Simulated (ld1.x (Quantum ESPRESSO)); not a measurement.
What one change does to a pseudopotential (bismuth, TM)

bismuth, norm-conserving Troullier–Martins (Kleinman–Bylander form), made with ld1.x (Quantum ESPRESSO) 7.5 (PBE, fully relativistic). Core [Xe] 4f14 5d10, reference 6s2 6p3. Waves: 6p (bound): rc 2.05 bohr; 6d channel at 0.1 Ry: rc 2.10 bohr; 6s (bound): rc 1.90 bohr. Local part: the s channel. Core correction: none.

Open shells are filled in proportion to 2j + 1 (rel_dist='average').

Change: reference 6s2 6p2.

Cutoffs: the cutoffs (Ry, on a coarse ladder) from which the occupation-weighted sum of valence levels, in a spherical-Bessel basis at the reference potential, stays within 10 and 1 mRy of its value at 400 Ry; they do not see the model core or the augmentation charge, which bear on the density cutoff. Errors are all-electron minus pseudo energies relative to the spin-unpolarised reference configuration.

Problem. What does the change do?

Solution. The potential gets neither clearly harder nor softer (30 Ry and 50 Ry → 30 Ry and 50 Ry); both files keep a bound ghost (d).

```csv
quantity,base,changed
"cutoff, loose",30 Ry,30 Ry
"cutoff, tight",50 Ry,50 Ry
bound ghosts,"d3/2, d5/2","d3/2, d5/2"
"largest error over its own tests, meV",+215,+295
s: phases at 2.31 bohr within 0.05 rad from the reference energy up to (Ry; the scan ends near 5),3.4,2.8
p1/2: phases at 2.31 bohr within 0.05 rad from the reference energy up to (Ry; the scan ends near 5),4.7,4.2
p3/2: phases at 2.31 bohr within 0.05 rad from the reference energy up to (Ry; the scan ends near 5),3.5,3.0
d3/2: phases at 2.31 bohr within 0.05 rad from the reference energy up to (Ry; the scan ends near 5),1.1,0.9
d5/2: phases at 2.31 bohr within 0.05 rad from the reference energy up to (Ry; the scan ends near 5),1.2,0.9
```

 A true bound ghost makes a file unfit for plane-wave use even where its test errors are small: the radial tests pick states by their node count and pass the ghost by.
